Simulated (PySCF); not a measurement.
Output of ΔSCF core-hole calculations on `C1[S@+]([BH2-]C1)C`.

Method: PySCF, delta-SCF UKS SCAN, pcX-2 on the ionised atom, pcseg-1 elsewhere, spin-free X2C. Atoms in this output count from 0. The cycles run on a coarse integration grid; for E(ground) and E(ion) the exchange–correlation energy is redone on a finer one, so they differ from the last cycle, and only they enter the binding energy.

Coordinates (Å, GFN2-xTB):
```
C     -1.900022     0.240951     0.119804
S     -0.700397    -1.095976     0.412903
B      0.734251    -0.630436    -1.000379
C      1.333822     0.442394     0.069744
C      0.611628    -0.143279     1.273299
H     -2.337273     0.535722     1.069386
H     -1.404511     1.078274    -0.358755
H     -2.669838    -0.156192    -0.533712
H      1.350285    -1.628887    -1.124737
H      0.163920    -0.241670    -1.957517
H      2.414299     0.450400     0.206060
H      1.027012     1.475812    -0.099283
H      0.165453     0.551532     1.984856
H      1.210692    -0.879117     1.806645
```

```
ground state, core basis on atom 4 (C), 150 functions
  cycle   1  E = -543.68536036  |g| = 5.98e-02
  cycle   2  E = -543.68526442  |g| = 3.03e-02
  cycle   3  E = -543.68534646  |g| = 2.41e-02
  cycle   4  E = -543.68548845  |g| = 3.79e-03
  cycle   5  E = -543.68549237  |g| = 6.70e-04
  cycle   6  E = -543.68549329  |g| = 1.10e-04
  E(ground) = -543.70712449 Eh
hole in C 1s of atom 4
  cycle   1  E = -532.39661859  |g| = 1.51e+00
  cycle   2  E = -531.29045941  |g| = 2.07e+00
  cycle   3  E = -532.89095521  |g| = 4.20e-01
  cycle   4  E = -532.95626079  |g| = 1.81e-01
  ...
  cycle   9  E = -532.97532812  |g| = 1.74e-03
  cycle  10  E = -532.97533041  |g| = 6.44e-04
  cycle  11  E = -532.97532996  |g| = 3.70e-04
  E(ion) = -532.99742946 Eh   <S^2> = 0.7820   hole on atom = 1.000
```

Q: What is the C 1s binding energy of atom 4?

A: (-532.997429 − (-543.707124)) Eh × 27.2114 eV/Eh = 291.43 eV, for the sp3 carbon bound to sulfur.

```
ground state, core basis on atom 3 (C), 150 functions
  cycle   1  E = -543.68406734  |g| = 5.77e-02
  cycle   2  E = -543.68400484  |g| = 2.24e-02
  cycle   3  E = -543.68399210  |g| = 2.30e-02
  cycle   4  E = -543.68414622  |g| = 1.35e-03
  cycle   5  E = -543.68414583  |g| = 5.13e-04
  cycle   6  E = -543.68414664  |g| = 9.12e-05
  E(ground) = -543.70594724 Eh
hole in C 1s of atom 3
  cycle   1  E = -532.47228259  |g| = 1.51e+00
  cycle   2  E = -531.78516066  |g| = 1.83e+00
  cycle   3  E = -532.98913601  |g| = 3.42e-01
  cycle   4  E = -533.02624776  |g| = 1.57e-01
  ...
  cycle   9  E = -533.04149083  |g| = 8.50e-04
  cycle  10  E = -533.04149113  |g| = 5.33e-04
  cycle  11  E = -533.04149135  |g| = 1.26e-04
  E(ion) = -533.06228341 Eh   <S^2> = 0.7678   hole on atom = 1.000
```

Q: What is the C 1s binding energy of atom 3?

A: (-533.062283 − (-543.705947)) Eh × 27.2114 eV/Eh = 289.63 eV, for the sp3 carbon bound to boron.

```
ground state, core basis on atom 1 (S), 161 functions
  cycle   1  E = -543.83540296  |g| = 4.05e-01
  cycle   2  E = -543.83507484  |g| = 5.31e-02
  cycle   3  E = -543.83394703  |g| = 8.31e-02
  cycle   4  E = -543.83582186  |g| = 6.42e-03
  cycle   5  E = -543.83582596  |g| = 3.63e-03
  cycle   6  E = -543.83582751  |g| = 4.27e-04
  E(ground) = -543.84319303 Eh
hole in S 1s of atom 1
  cycle   1  E = -451.56011806  |g| = 5.08e+00
  cycle   2  E = -450.52487604  |g| = 2.68e+00
  cycle   3  E = -450.39325215  |g| = 1.87e+00
  cycle   4  E = -452.73293382  |g| = 3.08e-01
  ...
  cycle   8  E = -452.78271605  |g| = 5.39e-03
  cycle   9  E = -452.78273113  |g| = 1.60e-03
  cycle  10  E = -452.78273234  |g| = 4.92e-04
  E(ion) = -452.78178638 Eh   <S^2> = 0.7517   hole on atom = 1.000
```

Q: What is the S 1s binding energy of atom 1?

A: (-452.781786 − (-543.843193)) Eh × 27.2114 eV/Eh = 2477.91 eV, for the sulfur bonded to B and 2 C.

```
ground state, core basis on atom 0 (C), 150 functions
  cycle   1  E = -543.60506603  |g| = 5.06e-01
  cycle   2  E = -543.52539227  |g| = 7.26e-01
  cycle   3  E = -543.68158752  |g| = 8.69e-02
  cycle   4  E = -543.68344637  |g| = 3.89e-02
  cycle   5  E = -543.68384227  |g| = 1.28e-02
  cycle   6  E = -543.68388512  |g| = 2.88e-03
  cycle   7  E = -543.68388825  |g| = 1.15e-03
  cycle   8  E = -543.68388856  |g| = 3.25e-04
  E(ground) = -543.70540793 Eh
hole in C 1s of atom 0
  cycle   1  E = -532.39401519  |g| = 1.50e+00
  cycle   2  E = -530.97576080  |g| = 2.11e+00
  cycle   3  E = -532.77692882  |g| = 5.46e-01
  cycle   4  E = -532.89217028  |g| = 3.36e-01
  ...
  cycle   9  E = -532.96603257  |g| = 1.55e-03
  cycle  10  E = -532.96603700  |g| = 8.58e-04
  cycle  11  E = -532.96603707  |g| = 2.56e-04
  E(ion) = -532.98827502 Eh   <S^2> = 0.7745   hole on atom = 1.000
```

Q: What is the C 1s binding energy of atom 0?

A: (-532.988275 − (-543.705408)) Eh × 27.2114 eV/Eh = 291.63 eV, for the S-methyl carbon.

The ground state is recomputed for each atom, because the flexible core basis sits on the ionised atom alone; energies of different blocks can't be mixed. Geometry: GFN2-xTB, one conformer, isolated molecule.
Labels such as C1 count atoms from 1, the log's own numbers from 0.
